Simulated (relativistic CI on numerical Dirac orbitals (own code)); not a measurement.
## Pr2+: 4d photoemission

Computed with this model: Dirac-Coulomb-Breit CI, separate exchange-only KLI orbitals for each configuration, model QED, valence Slater integrals scaled by 0.9, multiplet model of photoemission in the sudden approximation; configurations [Xe] 4f3 → [Kr] 4d9 4f3 5s2 5p6; 300 K; Lorentzian 1 eV and Gaussian 0.6 eV FWHM. Energies are those of the free ion, without screening or charge transfer. The energies are binding energies and can lie tens of eV above those of solids. S is read from ⟨S²⟩ = S(S + 1).

Computed curve for free ion, scaled to 100 at the maximum (points under 2 are left out and the grid is thinned):

| Energy (eV) | Intensity |
| --- | --- |
| 122.8 | 2.1 |
| 123.4 | 2.7 |
| 124.2 | 3.8 |
| 124.8 | 5.4 |
| 125.6 | 10.1 |
| 126.2 | 21.4 |
| 126.8 | 47.8 |
| 127.6 | 51.0 |
| 128.2 | 50.9 |
| 129.0 | 89.9 |
| 129.6 | 98.1 |
| 130.4 | 82.7 |
| 131.0 | 61.3 |
| 131.6 | 57.4 |
| 132.4 | 54.4 |
| 133.0 | 48.0 |
| 133.8 | 36.3 |
| 134.4 | 28.8 |
| 135.0 | 18.6 |
| 135.8 | 11.6 |
| 136.4 | 11.7 |
| 137.2 | 8.0 |
| 137.8 | 5.1 |
| 138.4 | 3.7 |
| 139.2 | 2.8 |
| 139.8 | 2.5 |
| 147.2 | 3.2 |
| 147.8 | 7.9 |
| 148.4 | 9.7 |
| 149.2 | 3.7 |
| 151.6 | 2.3 |
| 152.4 | 5.1 |
| 153.0 | 3.2 |
| 156.8 | 3.6 |
| 157.4 | 8.4 |
| 158.0 | 11.8 |
| 158.8 | 4.9 |
| 159.4 | 4.6 |
| 160.2 | 5.3 |
| 160.8 | 2.4 |

The ground state has S = 1.48, and the centroid lies at 132.73 eV.
